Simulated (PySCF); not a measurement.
BHN, SMILES B=[N] (connectivity only; charge and spin as stated), charge -1, multiplicity 1. Heavy atoms are numbered as in [BH:1]=[N:2]. Hydrogens are named by the atom that carries them.

Geometry optimised at B3LYP-D3(BJ)/def2-TZVPD. The spin state was assumed, not searched. The isomer is the one that the SMILES or the coordinates give; other isomers of the formula were not compared.

The numbers are results of PySCF with PBE/def2-TZVPD, not measurements.

Mulliken values depend strongly on the basis, most of all with diffuse functions as here. ESP charges are fitted to the potential on shells at 1.4 to 2.0 van der Waals radii. Atomic charges (e), one atom of each kind:

```
atom     meta-Löwdin  ESP fit  Mulliken
-------  -----------  -------  --------
B1 (BH)        -0.45      [?]     -0.93
N2             -0.53      [?]     -0.01
H on B1        -0.02      [?]     -0.06
```

### Question
What belongs in the gaps? (The exact figures need the calculation; the answer reports its results.)

### Answer

- B1 (BH), ESP fit: -0.09
- N2, ESP fit: -0.86
- H on B1, ESP fit: -0.05
